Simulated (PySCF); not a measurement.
Input file for PySCF: R-B3LYP/3-21G on SiH4 (SMILES [SiH4]).

```python
from pyscf import gto, scf, dft, mp
from pyscf.data.elements import chemcore

mol = gto.M(
    atom='''
    Si   -0.24613738    0.04687569    0.49853634
    H     0.04355055    0.15977475   -0.95264155
    H     0.70713302   -0.91810712    1.09116522
    H    -1.63420295   -0.42679459    0.67625395
    H    -0.06512832    1.37535047    1.12299427
    ''',
    basis='3-21g',
    charge=0, spin=0, verbose=3, max_memory=1800)
mf = dft.RKS(mol, xc='b3lyp')
mf.conv_tol = 1e-8
mf.max_cycle = 100
mf.kernel()
if not mf.converged:
    mf = mf.newton().run(mf.mo_coeff, mf.mo_occ)
```

It printed:

```
converged SCF energy = -290.345459887677
```

The run converged.

Cost: roughly 0.3 core-seconds.
